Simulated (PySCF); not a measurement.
Computed properties of TeHF, SMILES F[TeH]

TeHF, SMILES [TeH]F. The structure is a stationary point at r2SCAN-D4/def2-TZVP. The def2 effective core potentials stand for the cores of Te; spin–orbit coupling is left out. The values are those of a single conformer. All values are computed for the isolated molecule unless a solvent is named; none is compared with measurement here.

**Structure.** The optimised structure has Cs symmetry. All 3 harmonic modes at r2SCAN-D4/def2-TZVP (PySCF) are real, so it is a minimum.

**Vibrations.** The strongest infrared lines (harmonic, unscaled, degenerate partners summed) lie at 611 cm⁻¹ (63 km/mol, F 85 %, Te 13 %), 2118 cm⁻¹ (48 km/mol, H 99 %), 705 cm⁻¹ (4 km/mol, H 94 %). The softest mode is at 611 cm⁻¹ and the zero-point energy is 4.9 kcal/mol.

**Electronic structure.** ωB97X/def2-TZVPD (PySCF) places the frontier levels at -8.92 and -0.50 eV, a gap of 8.42 eV, and gives a dipole moment of 2.26 D and a mean polarisability of 41.2 bohr³.

**Excitations.** TDDFT-PBE0/def2-TZVPD (PySCF) has S1 at 2.50 eV (496 nm, f = 0.000, dark); the most intense of the 10 singlets computed lies at 6.32 eV (f = 0.22). T1 (TDA) is at 1.72 eV.
